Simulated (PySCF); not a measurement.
This PySCF input asks for the NMR shieldings of `BC#CC[Si@@H]1C[C@H]1F`, C$_{5}$H$_{8}$BFSi; the geometry comes from GFN2-xTB.

```python
import basis_set_exchange as bse
import numpy as np
from pyscf import gto, dft
from pyscf.prop import nmr

atoms = """
B     4.050418    0.559147   -0.024566
C     2.626661    0.646745    0.404775
C     1.470854    0.732481    0.758550
C     0.098999    0.800404    1.182010
Si   -0.849462   -0.734824    0.563093
C    -2.044116   -0.542068   -0.885137
C    -2.740829   -0.583120    0.481538
F    -3.513253   -1.699581    0.696959
H     4.372463    1.004145   -1.058226
H     4.834733    0.045884    0.677445
H    -0.369370    1.704213    0.784841
H     0.060153    0.845680    2.273227
H    -0.283447   -2.041556    0.836939
H    -2.252939   -1.398065   -1.510798
H    -2.148664    0.383013   -1.435234
H    -3.319800    0.286448    0.778142
"""
names = dict.fromkeys(["B", "C", "Si", "F", "H"], "pcSseg-1")
basis = {el: gto.basis.parse(bse.get_basis(n, elements=[el], fmt="nwchem")) for el, n in names.items()}
mol = gto.M(atom=atoms, basis=basis, charge=0, verbose=0)
mf = dft.RKS(mol, xc="PBE0")
mf.grids.level = 2
mf.grids.alignment = dft.numint.BLKSIZE   # the property module wants whole blocks of grid points
mf.conv_tol = 1e-9
mf.kernel()

calc = nmr.RKS(mf)   # GIAO
C = mf.mo_coeff
Co = C[:, mf.mo_occ > 0]
resp = mf.gen_response(singlet=True, hermi=2)
def vind(x):   # induced exchange potential for any number of trial vectors
    d = np.einsum("pi,xij,qj->xpq", C, 2 * x.reshape(-1, C.shape[1], Co.shape[1]), Co, optimize=True)
    return np.einsum("xpq,pi,qj->xij", resp(d - d.transpose(0, 2, 1)), C, Co, optimize=True).ravel()
mo1, _ = nmr.rhf.solve_mo1(calc, with_cphf=vind)
sigma = calc.kernel(mo1)
for i, s in enumerate(sigma):   # ppm
    w = np.linalg.eigvalsh((s + s.T) / 2)
    print("%2d %-2s iso %8.1f  s11 %8.1f  s22 %8.1f  s33 %8.1f" % (i, mol.atom_pure_symbol(i), w.mean(), *w))
```

Question: What are the results?

Answer: 
```
 0 B  iso     35.1  s11    -33.0  s22     -1.7  s33    140.1
 1 C  iso     82.9  s11     -8.8  s22     -6.4  s33    263.9
 2 C  iso     29.0  s11    -31.2  s22     13.5  s33    104.7
 3 C  iso    179.2  s11    168.1  s22    181.3  s33    188.3
 4 Si iso    458.6  s11    335.2  s22    369.4  s33    671.0
 5 C  iso    176.7  s11    148.8  s22    173.8  s33    207.6
 6 C  iso    107.2  s11     41.1  s22     81.0  s33    199.6
 7 F  iso    418.6  s11    374.4  s22    414.0  s33    467.5
 8 H  iso     25.0  s11     20.5  s22     27.0  s33     27.5
 9 H  iso     25.0  s11     20.6  s22     27.0  s33     27.5
10 H  iso     29.9  s11     24.8  s22     28.9  s33     36.1
11 H  iso     28.9  s11     23.4  s22     28.0  s33     35.3
12 H  iso     28.0  s11     22.8  s22     26.5  s33     34.6
13 H  iso     30.5  s11     26.4  s22     26.8  s33     38.3
14 H  iso     30.4  s11     26.0  s22     26.6  s33     38.5
15 H  iso     26.3  s11     22.2  s22     26.7  s33     30.0
```

These numbers come from an equivalent density-fitted implementation of the same equations, which agrees with the script to about 0.01 ppm for H and up to a few tenths of a ppm for heavy atoms, so last digits may differ.

Size and cost of the density-fitted run: 183 basis functions, 29 s wall time on 1 thread of an Arm Neoverse V1, shared host; peak memory 0.82 GiB.
